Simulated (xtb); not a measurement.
H5PSi, charge -1, doublet, from a rough starting geometry (a state made from the parent by changing its charge; the spin is typed, not shown lowest); GFN2-xTB (xtb).

Input for xtb:
```
$ xtb mol.xyz --gfn 2 --chrg -1 --uhf 1 --opt vtight --json

# file mol.xyz
7

Si    -0.80526495     0.13086156    -0.02753494
P      1.33295850    -0.00950747    -0.59492835
H     -1.54551967    -0.83607169    -0.90722174
H     -1.25714087     1.48965399    -0.41686733
H     -1.05919896    -0.12592212     1.37989640
H      1.58006441    -1.19214801     0.03054853
H      1.82232402     0.64496901     0.41707437
```

It wrote (shortened):

```
   ID    Z sym.   atoms
    1   14 Si     1
    2   15 P      2
    3    1 H      3-7

           -------------------------------------------------
          |                Calculation Setup                |
           -------------------------------------------------

           -------------------------------------------------
          |                 G F N 2 - x T B                 |
           -------------------------------------------------

          ...................................................
          :                      SETUP                      :
          :.................................................:
          :  # basis functions                  25          :
          :  # atomic orbitals                  23          :
          :  # shells                           11          :
          :  # electrons                        15          :
          :  max. iterations                   250          :
          :  Hamiltonian                  GFN2-xTB          :
          :  restarted?                      false          :
          :  GBSA solvation                  false          :
          :  PC potential                    false          :
          :  electronic temp.          300.0000000     K    :
          :  accuracy                    1.0000000          :
          :  -> integral cutoff          0.2500000E+02      :
          :  -> integral neglect         0.1000000E-07      :
          :  -> SCF convergence          0.1000000E-05 Eh   :
          :  -> wf. convergence          0.1000000E-03 e    :
          :  Broyden damping             0.4000000          :
          :  net charge                         -1          :
          :  unpaired electrons                  1          :
          ...................................................

 iter      E             dE          RMSdq      gap      omega  full diag
   1     -6.6722867 -0.667229E+01  0.110E+01    0.93       0.0  T
   2     -6.8352814 -0.162995E+00  0.791E+00    0.09       1.0  T
   3     -6.9149556 -0.796742E-01  0.510E+00    0.28       1.0  T
   4     -6.9559619 -0.410063E-01  0.253E+00    0.05       1.0  T
   5     -6.9512454  0.471643E-02  0.264E+00    0.07       1.0  T
   6     -6.9556211 -0.437571E-02  0.181E+00    0.09       1.0  T
   7     -6.9585332 -0.291204E-02  0.591E-01    0.12       1.0  T
   8     -6.9578931  0.640086E-03  0.941E-01    0.11       1.0  T
   9     -6.9580320 -0.138920E-03  0.829E-01    0.12       1.0  T
  10     -6.9585506 -0.518571E-03  0.223E-01    0.14       1.0  T
  11     -6.9585498  0.783469E-06  0.209E-01    0.14       1.0  T
  12     -6.9586014 -0.515802E-04  0.679E-02    0.14       1.0  T
  13     -6.9586041 -0.268314E-05  0.580E-02    0.14       1.0  T
  14     -6.9586045 -0.380531E-06  0.171E-02    0.14       2.2  T
  15     -6.9586048 -0.395746E-06  0.142E-02    0.14       2.7  T
  16     -6.9586048  0.287140E-08  0.107E-02    0.14       3.5  T
  17     -6.9586049 -0.404351E-07  0.116E-03    0.14      32.7  T
  18     -6.9586049  0.432576E-08  0.199E-03    0.14      19.0  T
  19     -6.9586049 -0.422482E-08  0.631E-04    0.14      59.9  T
  20     -6.9586049 -0.539535E-09  0.116E-04    0.14     327.0  T

   *** convergence criteria satisfied after 20 iterations ***

         :::::::::::::::::::::::::::::::::::::::::::::::::::::
         ::                     SUMMARY                     ::
         :::::::::::::::::::::::::::::::::::::::::::::::::::::
         :: total energy              -6.894029169102 Eh    ::
         :: gradient norm              0.099260414581 Eh/a0 ::
         :: HOMO-LUMO gap              0.138422948926 eV    ::
         ::.................................................::
         :: SCC energy                -6.958604190954 Eh    ::
         :: -> isotropic ES            0.115745210601 Eh    ::
         :: -> anisotropic ES         -0.012575782393 Eh    ::
         :: -> anisotropic XC         -0.002622955610 Eh    ::
[...]
 * total energy  :    -6.9223683 Eh     change       -0.2042599E-03 Eh
 * total energy  :    -6.9224739 Eh     change       -0.1055885E-03 Eh
 * total energy  :    -6.9225572 Eh     change       -0.8322314E-04 Eh
 * total energy  :    -6.9225988 Eh     change       -0.4169067E-04 Eh
 * total energy  :    -6.9226390 Eh     change       -0.4012369E-04 Eh
 * total energy  :    -6.9226678 Eh     change       -0.2882852E-04 Eh
 * total energy  :    -6.9226716 Eh     change       -0.3792166E-05 Eh
 * total energy  :    -6.9226759 Eh     change       -0.4356548E-05 Eh
 * total energy  :    -6.9226775 Eh     change       -0.1560118E-05 Eh
 * total energy  :    -6.9226779 Eh     change       -0.4152726E-06 Eh
 * total energy  :    -6.9226782 Eh     change       -0.2590832E-06 Eh
 * total energy  :    -6.9226783 Eh     change       -0.9824565E-07 Eh
   *** GEOMETRY OPTIMIZATION CONVERGED AFTER 20 ITERATIONS ***
         :: total energy              -6.922678282013 Eh    ::
[...]
         2        2.0000           -0.4159577             -11.3188
         3        2.0000           -0.2553999              -6.9498
         4        2.0000           -0.2500274              -6.8036
         5        2.0000           -0.2424052              -6.5962
         6        2.0000           -0.2310582              -6.2874
         7        2.0000           -0.1610607              -4.3827
         8        1.0000           -0.0754382              -2.0528 (HOMO)
         9                          0.0089273               0.2429 (LUMO)
        10                          0.0161103               0.4384
        11                          0.0529659               1.4413
        12                          0.0851935               2.3182
        13                          0.1102040               2.9988
        14                          0.1441974               3.9238
        15                          0.1550332               4.2187
        16                          0.1677854               4.5657
        17                          0.2456579               6.6847
        18                          0.5049146              13.7394
        19                          0.6118345              16.6489
       ...                                ...                  ...
        23                          1.3470292              36.6545
      -------------------------------------------------------------
                  HL-Gap            0.0843655 Eh            2.2957 eV
             Fermi-level           -0.0757524 Eh           -2.0613 eV

     #   Z          covCN         q      C6AA      α(0)
     1  14 Si       3.647     0.387   100.367    19.209
     2  15 P        2.873    -0.859   205.336    25.750
     3   1 H        0.900    -0.189    10.053     4.961
     4   1 H        0.915    -0.171     8.880     4.661
     5   1 H        0.911    -0.173     8.999     4.692
     6   1 H        0.977    -0.023     3.483     2.917
     7   1 H        0.975     0.029     2.600     2.520

 Mol. C6AA /au·bohr⁶  :       1358.472494
 Mol. C8AA /au·bohr⁸  :      55082.519927
 Mol. α(0) /au        :         64.710231

Wiberg/Mayer (AO) data.
largest (>0.10) Wiberg bond orders for each atom

 ---------------------------------------------------------------------------
     #   Z sym  total        # sym  WBO       # sym  WBO       # sym  WBO
 ---------------------------------------------------------------------------
     1  14 Si   3.685 --     2 P    1.020     4 H    0.870     5 H    0.869
                             3 H    0.854
     2  15 P    3.052 --     1 Si   1.020     6 H    0.975     7 H    0.922
     3   1 H    0.961 --     1 Si   0.854
     4   1 H    0.971 --     1 Si   0.870
     5   1 H    0.970 --     1 Si   0.869
     6   1 H    0.999 --     2 P    0.975
     7   1 H    0.995 --     2 P    0.922
 ---------------------------------------------------------------------------

Topologies differ in total number of bonds
Writing topology from bond orders to xtbtopo.mol

molecular dipole:
                 x           y           z       tot (Debye)
 q only:       -1.332      -0.448       0.515
   full:       -0.911      -0.471       0.716       3.179
molecular quadrupole (traceless):
                xx          xy          yy          xz          yz          zz
 q only:       -7.366      -1.511       3.621       2.198       0.778       3.745
  q+dip:       -8.761      -1.966       4.560       2.895       0.679       4.201
   full:       -9.301      -2.785       5.073       2.875       0.775       4.228

optimized geometry written to: xtbopt.xyz

           -------------------------------------------------
          | TOTAL ENERGY               -6.922678282013 Eh   |
          | GRADIENT NORM               0.000120011904 Eh/α |
          | HOMO-LUMO GAP               2.295701059218 eV   |
           -------------------------------------------------

normal termination of xtb
```
